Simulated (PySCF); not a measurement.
## How methods differ on the excitation energy of Hg

Hg [Xe] 4f14 5d10 6s2 (1S) → Hg [Xe] 4f14 5d9 6s2 6p1 (high-spin determinant), as a difference of total energies. Calculation: PySCF 2.14, in x2c-TZVPPall with one added diffuse shell each of s, p, d, f type (12s8p8d4f1g, 113 functions); the spin-free X2C one-electron Hamiltonian (Gaussian nucleus). Correlated levels: valence: [Xe] 4f14 frozen; valence and next inner shell: [Kr] 4d10 4f14 frozen. The calculations carry no spin-orbit coupling.

```
                                method  excitation energy (eV)
                                   UHF                   8.735
                                   LDA                  10.053
                                   PBE                   9.786
                                  PBE0                   9.682
                                r2SCAN                   9.716
                                  BP86                   9.817
                                   M06                   9.720
                                 TPSSh                   9.735
                         MP2 (valence)                  10.302
                     SCS-MP2 (valence)                  10.207
    MP2 (valence and next inner shell)                  10.176
SCS-MP2 (valence and next inner shell)                  10.050
```

Task: How much does correlation contribute at MP2 (valence and next inner shell)?

Result: 10.176 − (8.735) = 1.441 eV, measured against UHF.

A first-order spin-orbit estimate (lowest level to lowest level, LS coupling) adds -0.496 eV.

The determinant of the upper state mixes LS terms, which raises its energy above the lowest term, most at the Hartree-Fock and MP2 levels.
